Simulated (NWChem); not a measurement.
C₂H₄O₃Si; SMILES O=C1OC([SiH3])O1

```xyz
10

O      0.4898     2.5221     0.0000
C      0.0312     1.4389     0.0000
O     -0.3209     0.5976    -1.0106
C     -0.7038    -0.3413     0.0000
Si     0.3434    -1.9486     0.0000
O     -0.3209     0.5976     1.0106
H     -1.7966    -0.4968     0.0000
H     -0.0051    -2.7253     1.2230
H      1.7770    -1.5495     0.0000
H     -0.0051    -2.7253    -1.2230
```
Atoms are numbered in this order, from 1.

Level: PBE0/def2-SVP (NWChem), optimised geometry, unscaled harmonic frequencies. 

### Question
List the harmonic frequencies with IR intensities, and the thermochemistry.

### Answer
```
frequency (cm⁻¹)  IR intensity (km/mol)
----------------  ---------------------
118                                 2.0
144                                 0.3
211                                 0.4
330                                 5.2
530                                21.3
544                                 4.1
641                                37.2
743                                22.8
822                                27.9
857                                40.8
900                               226.5
922                                30.4
938                                36.8
946                                 4.7
1092                               79.7
1128                               59.5
1137                              110.5
1311                               79.3
1329                               24.8
2064                              787.5
2255                               34.0
2268                               81.2
2278                               70.8
3092                               14.1
```

The zero-point energy is 38.0 kcal/mol, the thermal correction to the enthalpy at 298.15 K (with zero-point energy) comes out as 42.5 kcal/mol and the heat capacity Cv is 21.4 cal/(mol K). The entropy at 298.15 K and 1 atm (symmetry number 1) comes out as 78.8 cal/(mol K) and the dipole moment is 3.99 D.

Rigid rotor and harmonic oscillator.
